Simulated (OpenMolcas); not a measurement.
S+: CASPT2 settings compared

- Program: OpenMolcas 26.06
- Basis: ANO-L-VDZP [4s3p1d]
- Scalar Hamiltonian: non-relativistic, point nucleus
- Active space: 5 electrons in 4 orbitals (3s 3p)
- State averaging: 2S+1 = 4 odd, 1 root; 2S+1 = 2 odd, 8 roots kept (CI in the orbitals of an earlier block); 2S+1 = 4 even, 3 roots; 2S+1 = 2 even, 9 roots kept (CI in the orbitals of an earlier block)
- Spin-orbit coupling: state interaction with AMFI integrals over the reference wave functions, term energies averaged over their components

Methods on the same reference wave functions:
A. CASSCF
B. SS-CASPT2, IPEA 0.3 Eh, imaginary shift 0.3 Eh (closed shells correlated: 2s 2p)
C. SS-CASPT2, IPEA 0.3 Eh, real shift 0.1 Eh (closed shells correlated: 2s 2p)

Energies in cm⁻¹ above 3s² 3p³ ⁴S°_3/2, the measured ground level; measured values from NIST Handbook of Basic Atomic Spectroscopic Data.

```tsv
Level	A	B	C	Measured
3s² 3p³ ⁴S°_3/2	0.0	0.0	0.0	0.0
3s² 3p³ ²D°_3/2	19324	17510	17510	14853
3s² 3p³ ²D°_5/2	19358	17530	17540	14885
3s² 3p³ ²P°_1/2	26376	26450	26450	24525
3s² 3p³ ²P°_3/2	26399	26460	26460	24572
3s 3p⁴ ⁴P_5/2	85459	82050	82020	79395
3s 3p⁴ ⁴P_3/2	85827	82410	82390	79757
3s 3p⁴ ⁴P_1/2	86044	82630	82610	79963
3s 3p⁴ ²D_3/2	123521	111830	111670	97891
3s 3p⁴ ²D_5/2	123525	111840	111670	97919
3s 3p⁴ ²S_1/2	142863	135620	135630	119784
3s 3p⁴ ²P_3/2	160376	147860	147840	
3s 3p⁴ ²P_1/2	160820	148310	148280
```

Deviations, from unrounded energies. A percentage is the sum of absolute deviations over the sum of measured energies, with the sign that they share, or ± where signs differ.

```
                        Against measurement  Levels      A      B      C
             mean absolute deviation (cm-1)      10  11000   6100   6000
other terms of the ground configuration (%)       4  +16.0  +11.6  +11.6
                   other configurations (%)       6  +16.7   +9.3   +9.2
```

B, C lie about equally close to measurement and A furthest from it. The largest miss of C in the table is 3s 3p⁴ ²S_1/2, by +16000 cm-1. The ranking rests on the paired levels alone, and a cruder setting can come out closer through cancelling errors.

Between B and C the level of the table that moves most is 3s 3p⁴ ²D_3/2, by 170 cm-1 (lowest in C, highest in B). Moves below CASPT2's spread within the term are not significant.

The mean deviations of B to C differ by less than CASPT2's widest spread within a term (720 cm-1), so their order carries little weight.

From A to B the spin-free energies of the other terms of 3s² 3p³ shown, above ⁴S°, scale by factors of 0.91 to 1.00.

The lowest spin-free term lies below A's lowest term by 0.070 hartree in B, 0.070 hartree in C.

CASPT2 does not keep the components of a term degenerate, so their means are used; among the terms shown or strongly mixed into the levels shown the widest spread is 720 cm-1 (3s 3p⁴ ²D, C). Over all roots computed the reference weight is 0.92 to 0.97 in C; the roots of lowest weight are the least certain, and an intruder state may touch them. Terms from blocks run as CI alone lack orbitals of their own. Terms of s pⁿ other than that of highest spin mix with s² pⁿ⁻² d, which this space lacks; all of them can be thousands of cm-1 off, and some have no real level of that name. Without dynamic correlation excited terms often stand tens of per cent too high (terms of higher spin than the ground term too low), and those without a measured partner can miss by more than the paired ones (holds for A). Some terms miss by over 15 % even with CASPT2, which points to a basis or an active space too small for the shells correlated (holds for B; C). Measured partners are found by configuration, term and J. A level has none where our copy of the source lacks it or the pairing is in doubt (some pairs that miss far off the trend of their configuration count as doubtful), and it then counts in no deviation. Only configurations of the active space appear.

° marks odd parity.
